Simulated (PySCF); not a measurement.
CoO₃⁻ (triplet). Method: UB3LYP in PySCF with Co def2-SVPD, O def2-SVPD; no relativity; density-fitted integrals.

Harmonic bands of its minimum:

```
ω (cm⁻¹)  IR (km/mol, summed over degenerate members)  degeneracy
     235                                         22.8           1
     322                                          0.8           2
     844                                          0.0           1
     913                                          365           2
```

Question: The central atom is Co. Infer the point group and assign the bands.

Answer: D3h. The modes span a2'' + 2e' + a1': 235 a2'', 322 e', 844 a1', 913 e'. The computed geometry has Co–O 1.611 Å (×3); O–Co–O 120.0° (×3).

Only a few start shapes were tried, so a lower isomer may exist. Other spin states or occupations of the open shell can lie lower. The lowest empty level of this anion is unbound, so it and the gap depend on the basis.
